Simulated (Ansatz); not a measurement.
```yaml
crystal:
  periodic: [false, false, false]
  atoms:
    - {symbol: Zn, position_ang: [0.703597, -2.081297, -1.153656]}
    - {symbol: S, position_ang: [-0.840900, -0.513856, -0.250657]}
    - {symbol: S, position_ang: [0.339303, -1.693941, 3.285891]}
    - {symbol: Zn, position_ang: [-0.812045, -0.033199, 2.330423]}
    - {symbol: Zn, position_ang: [-1.179118, 1.285602, -1.771569]}
    - {symbol: S, position_ang: [-1.735755, 1.982702, 2.613148]}
    - {symbol: S, position_ang: [2.758065, -1.101248, -0.315669]}
    - {symbol: Zn, position_ang: [1.639862, -1.497470, 1.592769]}
    - {symbol: Zn, position_ang: [1.269685, 0.635971, -0.423980]}
    - {symbol: S, position_ang: [0.599389, 2.746017, -1.012217]}
    - {symbol: Zn, position_ang: [-0.619606, 2.517887, 0.862246]}
    - {symbol: Cl, position_ang: [0.436799, -3.798526, -2.385728]}
    - {symbol: Cl, position_ang: [-2.559276, 1.551357, -3.371012]}
basis:
  gaussian: {orbitals: def2-TZVPD, fitting: {mean_field: def2-universal-jkfit}, final_grid: {core_spheres: 5, valence_spheres: 4, degree: 11}}
hamiltonian: {xc: {name: SPW92}, pseudopotentials: {relativity: scalar}}
scf: {max_iter: 3}
output: {forces: true}
```

```sh
$ ansatz run in.yaml --threads 2 --pin off --events-out ev --progress --plain --max-ram 32768MiB --backend cuda --devices 0, --max-vram 18GiB
```

It prints (some lines left out):

```
Error: invalid value for `basis.gaussian`: such a run doesn't read scf.max_iter; remove what it names
```

**Question.** What is wrong with this run?

**Answer.** The input holds a key that doesn't belong there. The program refused the input.
